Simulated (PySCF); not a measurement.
C5H7F3N (doublet state).
Z-matrix (Å and degrees, GFN2-xTB geometry), rows numbered from 1:
```
N 
C   1  1.4082
C   2  1.5680  1  114.15
F   3  1.3608  2  109.09  1   157.74
F   3  1.3692  2  108.49  1    43.98
C   3  1.4939  2  111.65  1   -80.42
C   6  1.3316  3  123.50  2    63.38
C   7  1.4738  6  123.50  3     2.75
F   8  1.3622  7  112.10  6  -164.01
H   1  1.0191  2  110.23  3   -63.82
H   2  1.1011  1  110.62  3   118.84
H   2  1.0941  1  109.56  3  -120.97
H   6  1.0783  3  114.63  2  -113.40
H   7  1.0806  6  120.24  3  -174.75
H   8  1.1816  7  107.74  6   -44.49
H   8  1.0952  7  114.01  6    72.94
```

The hyperfine couplings belong to this conformer and change with its torsions.

As a line formula: `[NH]CC(F)(F)/C=C\CF` [radical].

Computed with UKS B3LYP, pcH-1 on C F H N, non-relativistic, mean-field spin-orbit, GIAO (PySCF). Isolated species at its GFN2-xTB geometry (one conformer only). The geometry wasn't refined by DFT: couplings that depend on bond lengths, twists or pyramidal angles can differ widely from those at the functional's own minimum.

Problem. What are Nα, Nβ and the exact ⟨S²⟩?

Solution. 71 electrons with 2S = 1: 36 α and 35 β; S(S+1) = 0.75.

Mulliken spin populations, one withheld:

```json
{"atom": "N1", "bound to": "C2, H10", "population": "?"}
{"atom": "C2", "bound to": "N1, C3, H11, H12", "population": "-0.0549"}
{"atom": "C3", "bound to": "C2, F4, F5, C6", "population": "+0.0383"}
{"atom": "F4", "bound to": "C3", "population": "+0.0014"}
{"atom": "F5", "bound to": "C3", "population": "+0.0014"}
{"atom": "C6", "bound to": "C3, C7, H13", "population": "+0.0564"}
{"atom": "C7", "bound to": "C6, C8, H14", "population": "-0.0220"}
{"atom": "C8", "bound to": "C7, F9, H15, H16", "population": "+0.1745"}
{"atom": "F9", "bound to": "C8", "population": "+0.0233"}
{"atom": "H10", "bound to": "N1", "population": "-0.0230"}
{"atom": "H11", "bound to": "C2", "population": "+0.0611"}
{"atom": "H12", "bound to": "C2", "population": "-0.0005"}
{"atom": "H13", "bound to": "C6", "population": "-0.0022"}
{"atom": "H14", "bound to": "C7", "population": "+0.0026"}
{"atom": "H15", "bound to": "C8", "population": "-0.0304"}
{"atom": "H16", "bound to": "C8", "population": "-0.0007"}
```

Problem. Fill in the missing population.

Solution. 1 − (0.2253) gives +0.775, since all populations sum to 2S.

Problem. Sum the populations by element and by sign.

Solution. Nitrogen +0.77, carbon +0.19, fluorine +0.03, hydrogen +0.01. The positive populations sum to 1.13, the negative ones to -0.13.

Problem. The run gives ⟨S²⟩ = 0.7554. What does that say of the overlap of α and β orbitals, and of the weight of higher spin?

Solution. For a single determinant ⟨S²⟩ = S(S+1) + Nβ − Σ|⟨iα|jβ⟩|², so the squared overlaps of occupied orbitals sum to 35 − 0.0054 = 34.9946. If the quartet state (S + 1) were the only admixture, its weight would be 0.0054/(2S + 2) = 0.18 %. For Kohn–Sham this describes the determinant of the orbitals, not the true wave function.

Problem. What Fermi-contact NMR shifts do the couplings of N1, C2, F4/F5, C6, C7, F9, H10 imply at 298 K (Curie law, g = gₑ)?

Solution. δ = a_FC·h·gₑ μB S(S+1)/(3 g_N μN kT), with k/h = 20836.6 MHz/K:

```tsv
nuclei	isotope	a_FC (MHz)	g_N	contact shift (ppm)
N1	14N	31.82	0.4038	+11667
C2	13C	-28.45	1.4048	-2997
F4/F5	19F	-1.42	5.2577	-40
C6	13C	8.05	1.4048	+848
C7	13C	-4.22	1.4048	-445
F9	19F	46.46	5.2577	+1308
H10	1H	-48.46	5.5857	-1284
```

All at the stated temperature. Entries for several nuclei are means.

Class means assume fast exchange of nuclei equivalent by connectivity; if that motion is slow, each nucleus keeps its own coupling.

β density exceeds α density at some nuclei, such as C2 (-0.0253), H10 (-0.0108) and C7 (-0.0038), spin density in bohr⁻³. In a single determinant that takes different orbitals for the two spins, that is spin polarisation.
